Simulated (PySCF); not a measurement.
F$_{3}$Y, charge -1, doublet, geometry from GFN2-xTB (such geometries of metal compounds can be far from the true shape) (the multiplicity is a formal guess) (core potentials on Y). Base run: HF/def2-SVP (PySCF).

PySCF was given this input:
```python
from pyscf import gto, scf, solvent

mol = gto.Mole()
mol.atom = '''
    Y     0.000000    0.000000    0.000000
    F    -1.615787   -1.011596    0.099059
    F    -0.017177    1.754989   -0.750749
    F     1.632964   -0.743393    0.651690
'''
mol.basis = 'def2-svp'
mol.ecp = {'Y': 'def2-svp'}
mol.charge = -1
mol.spin = 1
mol.verbose = 4
mol.build()

mf = scf.UHF(mol)
mf.kernel()
```

The base run was repeated with changes; each row names its change, and settings that it needs were set with it.

```tsv
change	ΔE vs base (kJ/mol)
base	0.00
model = IEF-PCM; solvent = tetrahydrofuran; lebedev_order = 41	-189.5
model = IEF-PCM; solvent = chloroform	-171.5
model = IEF-PCM; solvent = tetrahydrofuran; lebedev_order = 11	-187.7
model = COSMO; solvent = tetrahydrofuran	-178.2
model = IEF-PCM; solvent = dimethylsulfoxide	-215.6
model = ddCOSMO; solvent = tetrahydrofuran	-190.5
model = IEF-PCM; solvent = n-hexane	-100.3
model = IEF-PCM; solvent = tetrahydrofuran; vdw_scale = 1.4	-172.2
model = IEF-PCM; solvent = tetrahydrofuran; r_probe = 0.5	-163.7
model = IEF-PCM; solvent = tetrahydrofuran	-189.3
model = IEF-PCM; solvent = water	-217.6
```

The base is the gas phase, so ΔE is the electrostatic part of solvation at a fixed geometry, without cavity and dispersion terms.

Open shells are given as the SCF converged; they aren't shown to be the lowest states, and a large step between rows can be another state.

The gas-phase anion may not be bound at this level, which the solvent then changes.
